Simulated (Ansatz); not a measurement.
H$_{4}$Sn (SMILES [SnH4]), singlet, geometry from GFN2-xTB (such geometries of metal compounds can be far from the true shape) (all electrons, no relativity); REVPBE/3-21G (Ansatz, an electronic-structure program).

Here is a job for Ansatz.
Ansatz 0.2 input:
```yaml
crystal:
  periodic: [false, false, false]
  atoms:
    - {symbol: Sn, position_ang: [0.00000000, -0.00000000, -0.00000000]}
    - {symbol: H, position_ang: [-1.09244291, 1.12690418, -0.47060308]}
    - {symbol: H, position_ang: [0.23178506, -1.07625557, -1.21357383]}
    - {symbol: H, position_ang: [-0.56018288, -0.78368680, 1.32545915]}
    - {symbol: H, position_ang: [1.42084073, 0.73303819, 0.35871776]}
basis:
  gaussian:
    orbitals: 3-21G.json
hamiltonian:
  xc: revpbe
```
The basis file holds 3-21G in the JSON format of the Basis Set Exchange.

The log (banner, timings and long lists left out):

```
Functional definition: revPBE
489 factors; integrals over basis functions are off by at most 1.8e-4 eV
mean field evaluation 1: about -163301.3449 eV, gradient 1.2e1 eV
mean field evaluation 2: about -163301.6688 eV, gradient 4.4e0 eV
mean field evaluation 4: about -163301.7557 eV, gradient 1.8e-1 eV
mean field evaluation 8: about -163301.7409 eV, gradient 5.4e-4 eV
mean field -163301.74089124 eV, -6001.2282878577 hartree, gradient 3.8e-5 eV, S^2 0.000000; 0 other end points of the search recorded, 0 dependent functions left out
reference -163301.74093275 eV, -6001.2282893829 hartree; 27, 27 occupied and 14, 14 virtual orbitals, 489 factors
Total energy: -163301.74093275 eV, -6001.2282893829 hartree
```
